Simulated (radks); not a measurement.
Species: Hf61+. Configuration: [Ne] 3s1.

Method: scalar-relativistic Kohn-Sham, PBE, spin-polarised, spherical densities, finite nucleus; open shells are filled with parallel spins first (spin-orbit coupling, left out, can overturn this in heavy ions); Fermi nuclear charge, rms radius 5.347 fm; computed with a radial shooting solver on a logarithmic mesh with Libxc functionals.

Energy parts (hartree):
| part | energy |
|---|---|
| total | -10652.8253 |
| kinetic | 11988.3852 |
| electron-nucleus | -23347.8588 |
| Hartree | 842.2163 |
| exchange-correlation | -135.5680 |

Orbitals (lengths in bohr, moments of r in powers of bohr; <r^-3> diverges for s and p1/2; r(90%) holds 90 % of the orbital's charge):
orbital  occ.  eigenvalue (hartree)      <r^2>  r(90%)  <1/r>  <r^-3>
1s up       1             -2588.845  0.0004943  0.0345  83.83       -
1s down     1             -2588.693  0.0004943  0.0345  83.83       -
2s up       1             -589.8511   0.007397   0.122  19.88       -
2s down     1             -589.6630   0.007393   0.122  19.88       -
2p up       3             -541.5885   0.006028   0.114  18.12   18390
2p down     3             -541.4208   0.006024   0.114  18.12   18400
3s up       1             -244.0788    0.04078   0.275  8.158       -
3s down     0             -243.2061    0.04069   0.274  8.171       -

The highest occupied level is 3s up at -6641.7 eV. The electron density at the nucleus is 1.267e+06 e/bohr^3 (large components only). Summed over all electrons, <r^2> = 0.09271 bohr^2, which gives a Langevin (diamagnetic) susceptibility term of -0.0734 x 10^-6 cm^3/mol. For comparison, the ionisation energy in NIST's Atomic Spectra Database is 6674 eV (theoretical). In exact Kohn-Sham theory the highest level is minus the ionisation energy, but local and semilocal functionals leave it too shallow, through self-interaction and a potential that decays too fast; potentials with the right tail come closer.
